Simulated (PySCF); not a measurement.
How methods differ on the excitation energy of Se²⁺

Se²⁺ [Ar] 3d10 4s2 4p2 (3P) → Se²⁺ [Ar] 3d10 4s1 4p3 (5S), as a difference of total energies. Computed with PySCF 2.14 in aug-cc-pVQZ-DK, with the spin-free X2C one-electron Hamiltonian (Gaussian nucleus). Correlated levels: valence: [Ar] 3d10 frozen. The calculations carry no spin-orbit coupling.

```csv
method,excitation energy (eV)
UHF,6.332
LDA,9.183
PBE,8.947
PBE0,8.462
r2SCAN,7.977
r2SCAN0,7.810
TPSSh,8.486
LC-wPBE,8.482
wB97M-V,8.682
MP2 (valence),7.424
SCS-MP2 (valence),7.903
```

**Question.** How much does correlation contribute at MP2 (valence)?

**Answer.** 7.424 − (6.332) = 1.092 eV, measured against UHF.

A first-order spin-orbit estimate (lowest level to lowest level, LS coupling) adds 0.298 eV.
